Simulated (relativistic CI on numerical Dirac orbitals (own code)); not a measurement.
**Re¹⁶⁺: q coefficients and field-shift factors**

Method of calculation: Dirac-Coulomb-Breit CI, separate exchange-only KLI orbitals for each configuration, derivatives by finite differences, unscaled Slater integrals, QED left out (own radial code, finite nucleus).

CI space (outside the closed core [Kr]): 4d¹⁰4f¹¹5s², 4d¹⁰4f¹³, 4d¹⁰4f¹²5s, 4d¹⁰4f¹¹5s5p, 4d¹⁰4f¹²5p, 4d¹⁰4f¹²5f, 4d⁹4f¹³5s, 4d¹⁰4f¹¹5s6s. The list is cut by size and lacks configurations that can hold low levels.

With x = (α/α₀)² − 1 an excitation energy changes as ω = ω₀ + qx; K = 2q/ω₀ is the relative enhancement. Terms are leading LS components, so labels can repeat. The field-shift factor is F = δν/δ⟨r²⟩ for the transition from the lowest level.

Lowest level 4d¹⁰4f¹¹5s² ⁴I°15/2.

| Level | ω₀ (cm⁻¹) | q (cm⁻¹) | K | F (GHz/fm²) |
| --- | --- | --- | --- | --- |
| 4d¹⁰4f¹¹5s² ⁴I°13/2 | 17313.6 | 17030 | 1.97 | 1.02 |
| 4d¹⁰4f¹²5s ⁴H13/2 | 17314.3 | 323300 | 37.3 | -477 |
| 4d¹⁰4f¹¹5s² ⁴I°11/2 | 23671.9 | 11880 | 1 | 0.925 |
| 4d¹⁰4f¹¹5s² ²G°9/2 | 25117.4 | 609.8 | 0.0486 | 0.482 |
| 4d¹⁰4f¹²5s ⁴H11/2 | 25273.7 | 327600 | 25.9 | -479 |
| 4d¹⁰4f¹²5s ⁴F9/2 | 29050.0 | 322800 | 22.2 | -477 |
| 4d¹⁰4f¹²5s ²G7/2 | 33877.3 | 325900 | 19.2 | -479 |
| 4d¹⁰4f¹¹5s² ⁴I°9/2 | 35083.2 | 19550 | 1.11 | 1.45 |
| 4d¹⁰4f¹¹5s² ⁴S°3/2 | 38188.3 | 987.3 | 0.0517 | 0.731 |
| 4d¹⁰4f¹²5s ⁴H9/2 | 39154.2 | 342100 | 17.5 | -476 |
| 4d¹⁰4f¹¹5s² ⁴I°11/2 | 41418.6 | 16830 | 0.813 | 1.45 |
| 4d¹⁰4f¹²5s ²H11/2 | 43272.9 | 340600 | 15.7 | -481 |
| 4d¹⁰4f¹¹5s² ⁴F°7/2 | 45925.6 | 16540 | 0.72 | 1.2 |
| 4d¹⁰4f¹²5s ⁴F7/2 | 46233.5 | 343100 | 14.8 | -476 |
| 4d¹⁰4f¹²5s ⁴F5/2 | 48534.2 | 337700 | 13.9 | -476 |
| 4d¹⁰4f¹¹5s² ⁴F°5/2 | 48893.5 | 13250 | 0.542 | 1.3 |
| 4d¹⁰4f¹²5s ⁴F3/2 | 49344.1 | 334800 | 13.6 | -477 |
| 4d¹⁰4f¹¹5s² ⁴F°3/2 | 49771.1 | 16410 | 0.659 | 1.58 |
| 4d¹⁰4f¹²5s ²G9/2 | 51730.5 | 342600 | 13.2 | -479 |
| 4d¹⁰4f¹¹5s² ⁴F°9/2 | 54204.0 | 25290 | 0.933 | 2.03 |
| 4d¹⁰4f¹¹5s² ²K°15/2 | 54940.2 | 12950 | 0.471 | 1.55 |
| 4d¹⁰4f¹²5s ²F7/2 | 55153.0 | 344500 | 12.5 | -479 |
| 4d¹⁰4f¹¹5s² ⁴G°11/2 | 57704.3 | 20280 | 0.703 | 1.89 |

At this charge transitions that keep the count of f electrons are usually good to a few per cent. Terms inside the open d or f shell come out 10 to 20 % too wide with unscaled integrals. Levels that differ in their count of f electrons can be misplaced by several ten thousand cm⁻¹, since the correlation energy of f electrons is missing or only estimated; rates across such gaps can be off by orders of magnitude.
